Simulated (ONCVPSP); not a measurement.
## Pseudopotential generation for Ca: ONCV, PBE, scalar-relativistic.

- Element: calcium
- Generator: ONCVPSP 4.0.1
- Type: optimised norm-conserving Vanderbilt (ONCV)
- Functional: PBE
- Relativity: scalar-relativistic
- Frozen core: [Ne] 3s2
- Valence charge: 8
- Reference configuration: 3p6 4s2
- Partial waves: 4s: rc 3.05 bohr, ncon 4, nbas 8, qcut 2.1 1/bohr, 2 projectors, debl 2.1 Ha; 3p: rc 1.70 bohr, ncon 3, nbas 8, qcut 8.7 1/bohr, 1 projector; d scattering state at 0.03 Ha: rc 3.05 bohr, ncon 4, nbas 8, qcut 2.6 1/bohr, 3 projectors, debl 2.3 Ha
- Local potential: polynomial inside 1.50 bohr (lpopt 5, dvloc0 0 Ha)
- Core correction: none

In the d channel the program set the typed energies aside and used -0.072, 2.228, 4.528 Ha.

All-electron outer shells of the reference configuration (PBE, scalar-relativistic, ld1.x):

| shell | level (eV) | outermost node (bohr) | outermost maximum (bohr) |
| --- | --- | --- | --- |
| 3p | -28.01 | 0.42 | 1.04 |
| 4s | -3.77 | 1.43 | 3.42 |

Results:

| Property | Result |
| --- | --- |
| Cutoffs needed | 15 Ha and 18 Ha (the cutoffs (Ha) at which the residual kinetic energy of the hardest occupied pseudo-wave falls to 1 and 0.1 mHa per electron) The cutoffs count occupied waves only; projector 3 of the d channel, the hardest unoccupied one, needs 43 Ha at the loose tolerance. |
| Ghost test | ghosts flagged at negative energy: p at -621.7 eV, d at -1601.7 eV; GHOST(+) flagged for s at 7.2 eV, d at 57.0 eV, d at 300.1 eV, d at 549.2 eV; a true bound ghost makes a file unfit for plane-wave use |
| Configuration tests | 2 of 4 tests not solved or not reliable |

Generation and tests took about 3 s on one core of a shared server CPU.
